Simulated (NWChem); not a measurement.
BHSeF2; SMILES B(F)(F)[SeH]

```xyz
5

B      0.0047    -0.9491     0.0000
F      1.1359    -1.6238     0.0000
F     -1.1272    -1.6234     0.0000
Se     0.0601     0.9899     0.0000
H     -1.4037     1.1153     0.0000
```
Atoms are numbered in this order, from 1.

All runs: NWChem. Pople sets run with spherical d functions. STO-3G and 3-21G are far too small for this property and stand as cheap habits. The geometry was optimised at PBE0/def2-SVP. Field at 589 nm.

| level | isotropic polarisability (bohr³) | anisotropy (bohr³) |
|---|---|---|
| B3LYP/STO-3G | 15.8 | 18.0 |
| B3LYP/6-31G* | 33.1 | 16.1 |
| B3LYP/def2-SVP | 32.5 | 17.0 |
| B3LYP/def2-SVPD | 44.3 | 12.9 |
| B3LYP/aug-cc-pVDZ | (withheld) | (withheld) |

### Question
Fill in the missing entries.

### Answer

- B3LYP/aug-cc-pVDZ, isotropic polarisability (bohr³): 43.7
- B3LYP/aug-cc-pVDZ, anisotropy (bohr³): 13.7
